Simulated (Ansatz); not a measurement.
The cluster NiS2. Total charge 0; quintet. Geometry PBE0-D4/def2-TZVP; atoms count from 1.

Cartesian coordinates in Å:
```
Ni 0.019 1.407 0.085
S -0.049 -0.762 0.939
S 0.030 -0.645 -1.024
```

At PBE0-D4/def2-TZVP a triplet of charge 0 lies 1.01 eV below the quintet, each at its own geometry. The structure comes from a short search, and lower isomers may exist.

Estimate the Mulliken populations from the PBE0/def2-TZVP orbitals of Ansatz.


```
atom  charge (e)  spin (α − β)  d electrons
 Ni1        0.14          2.55         8.40
  S2       -0.07          0.73            –
  S3       -0.07          0.73            –
```
Mulliken values and Mayer orders depend strongly on the basis.

Where does the spin sit?

Summed by element: Ni 2.55, S 1.45, of 4 unpaired in all. Largest on single atoms: Ni1 2.55, S2 0.73, S3 0.73.

And the Mayer bond orders between bonded heavy atoms (over 0.3)?

Ni1–S2 0.63 (2.33 Å); Ni1–S3 0.63 (2.33 Å); S2–S3 1.57 (1.97 Å).
